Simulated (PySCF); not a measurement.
Relaxation of doublet [SnH2]+

Level of theory: UPBE0/[Sn def2-TZVP with ECP28, H def2-TZVP], scalar-relativistic core potentials, density fitting, no spin–orbit coupling, PySCF. A (50,194) grid was used.

A start displaced from a saddle point along its imaginary mode, of C2v symmetry, held to at least that symmetry:

```xyz
3
charge 1 multiplicity 2, angstrom
Sn    0.0014   -0.0014    0.0000
H    -0.0840    0.0857    1.6555
H    -0.0840    0.0857   -1.6555
```

What forces act on the atoms at the start (eV/Å)?


| atom | Fx | Fy | Fz |
| --- | --- | --- | --- |
| Sn1 | 0.91 | -0.92 | 0.00 |
| H2 | -0.45 | 0.46 | 0.07 |
| H3 | -0.45 | 0.46 | -0.07 |

What does it relax to?

It ends at C2v with Sn–H 1.725 Å (×2); H–Sn–H 120.1°. A frequency run shows a minimum. Other isomers or separated fragments may lie lower.

How much energy is released, and in how many steps?

81.6 kJ/mol in 7 steps.

No spin–orbit coupling is included, which matters more the heavier the element.

The relaxation took 11 s on 2 threads of a shared Intel Xeon Platinum 8259CL @ 2.50GHz (Skylake/Cascade Lake) host, with 62 basis functions and 8 gradients; the process peaked at 0.66 GiB.
